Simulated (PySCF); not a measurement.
**Excitation energy of Mo by level of theory**

Mo [Kr] 4d5 5s1 (7S) → Mo [Kr] 4d4 5s1 5p1 (high-spin determinant), as a difference of total energies. Calculation: PySCF 2.14, in ANO-RCC-VTZP; the spin-free X2C one-electron Hamiltonian (Gaussian nucleus). Correlated levels: valence and next inner shell: [Ar] 3d10 frozen. The calculations carry no spin-orbit coupling.

```
                                method  excitation energy (eV)
                                   UHF                   2.847
    MP2 (valence and next inner shell)                   3.669
SCS-MP2 (valence and next inner shell)                   3.315
   CCSD (valence and next inner shell)                   3.291
CCSD(T) (valence and next inner shell)                   3.379
```

Question: How much does correlation contribute at CCSD(T) (valence and next inner shell)?

Answer: 3.379 − (2.847) = 0.532 eV, measured against UHF.

A first-order spin-orbit estimate (lowest level to lowest level, LS coupling) adds -0.184 eV.

The basis was made for the ground configuration and has no added diffuse functions, so the excitation energy can come out too high.

The coupled-cluster amplitudes are large for the upper state (T1 above 0.03 or a double amplitude above 0.15), so a single reference is strained.

The determinant of the upper state mixes LS terms, which raises its energy above the lowest term, most at the Hartree-Fock and MP2 levels.
